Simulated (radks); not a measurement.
Question: Method: non-relativistic Kohn-Sham, r2SCAN, spin-unpolarised, spherical densities, point nucleus; meta-GGA in the generalised Kohn-Sham scheme; computed with a radial shooting solver on a logarithmic mesh with Libxc functionals. Each species is in its NIST ground configuration. Rank Ta, Hf, W, Os, Hg, Re, Ir, Au, Pt, Lu by radius at which the density is 0.001 e/bohr^3 (bohr), largest first.

Answer: Lu 5.24, Hf 5.14, Ta 5.04, W 4.95, Re 4.86, Os 4.79, Ir 4.72, Hg 4.55, Pt 4.44, Au 4.38.
